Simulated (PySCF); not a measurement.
# Two-component Hartree-Fock for Xe⁴⁸⁺ (xenon, charge +48)

Start: [He] 2s2 2p2; 2p1/2 filled at m_j = -1/2, +1/2. Calculated with PySCF 2.14 in an uncontracted even-tempered set (17 s from 27 bohr⁻², ratio 2.4; 12 p from 36 bohr⁻², ratio 2.4; 5 d from 120 bohr⁻², ratio 2.6; 4 f from 180 bohr⁻², ratio 2.6): generalised Hartree-Fock with the X2C-1e Hamiltonian and a Gaussian nucleus; one run each with spin-orbit coupling (SO) switched off, then screened by Boettger's factors.

| spinor shell | electrons | ε, spin-free (eV) | ε, screened SO (eV) | weight of nominal j (screened SO) | rms radius, screened SO (bohr) |
| --- | --- | --- | --- | --- | --- |
| 1s1/2 | 2 | -39050.6 | -39027.8 | 1.000 | 0.0303 |
| 2s1/2 | 2 | -9155.6 | -9148.6 | 1.000 | 0.118 |
| 2p1/2 | 2 | -8763.0 | -8981.8 | 1.000 | 0.101 |

```
   quantity    spin-free  screened SO
E (hartree)  -4367.81439  -4385.13518
        M_J            0            0
       ⟨J²⟩        2.000        0.000
       ⟨L²⟩        2.000        1.333
       ⟨S²⟩        2.000        1.333
```

Breit and QED terms are absent; they matter most for the inner s and p1/2 levels.

Densities and radii are taken from the X2C orbitals without a picture-change correction, which distorts them close to the nucleus.

Without spin-orbit coupling the j labels of p, d and f shells carry no meaning; the spin-free column gives the mean over the occupied spinors of each nl shell.
